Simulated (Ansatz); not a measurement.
# Four-centre ligand exchange

Start structure (HfH2OF4, singlet), relaxed at PBE0-D4/def2-TZVP:

Hf1  (-0.122, -0.280, -0.839)
F2  (1.371, -1.270, -0.133)
F3  (0.069, -0.668, -2.694)
F4  (-1.830, -1.021, -0.437)
F5  (-0.070, 1.644, -0.892)
H6  (0.647, -0.063, 1.959)
O7  (-0.049, 0.354, 1.440)
H8  (-0.017, 1.303, 1.596)
(Å)

The step: HfF₄ ([F][Hf]([F])([F])[F]) + H₂O → HfHOF₃ ([OH][Hf]([F])([F])[F]) + HF (still joined by a long Hf–F bond); bonds formed: F2–H6; dative contacts that become bonds: Hf1–O7; bonds broken: H6–O7; bonds weakened to dative contacts: Hf1–F2. Computed with Ansatz 0.2.0 (basis: def2-TZVPP and def2-QZVPP); correlated methods freeze the cores. Core potentials replace the inner electrons of the atoms past krypton. Extrapolation: Hartree–Fock as exp(−7.88 √X), correlation as X^−2.97. Energies below are by CCSD(T) at an estimated basis limit (MP2 extrapolated from triple and quadruple zeta, plus CCSD(T) − MP2 in triple zeta).

Question: What are the electronic barrier and the energy of the step, from the start structure to the end structure? (To be estimated.)

Answer: The calculation gives: Barrier 85.4 kJ/mol; step energy 79.1 kJ/mol (uphill); reverse barrier, their difference, 6.3 kJ/mol. Barrier and step energy count from the start structure, the reverse barrier from the end structure.

The saddle point: One imaginary mode of 301i cm⁻¹.
| pair | start (Å) | saddle (Å) | end (Å) |
| --- | --- | --- | --- |
| Hf1–O7 | 2.37 | 2.06 | 2.01 |
| F2–H6 | 2.52 | 1.07 | 0.97 |
| Hf1–F2 | 1.93 | 2.25 | 2.38 |
| H6–O7 | 0.96 | 1.30 | 1.56 |

Zero-point energy (harmonic, PBE0-D4): ZPE is 86.2 kJ/mol at the start and 76.5 kJ/mol at the saddle, so the barrier goes from 85.4 to 75.7 kJ/mol.

T1 diagnostic: at most 0.016.

The step is the kind of ligand exchange by which a precursor binds to a hydroxyl group, or is hydrolysed, in atomic layer deposition of oxides.

Labels in which every atom is bracketed show which atoms are joined, not bond orders.

For scale, one of the runs: CCSD(T)/def2-TZVPP, 239 basis functions, launched by `ansatz run in.yaml --threads 8 --pin off --events-out ev --progress --plain --max-ram 19148MiB`. Time: 4.4 min of wall clock on 8 CPU threads of an Intel Xeon; the host was shared. Peak host memory: 6 GiB.
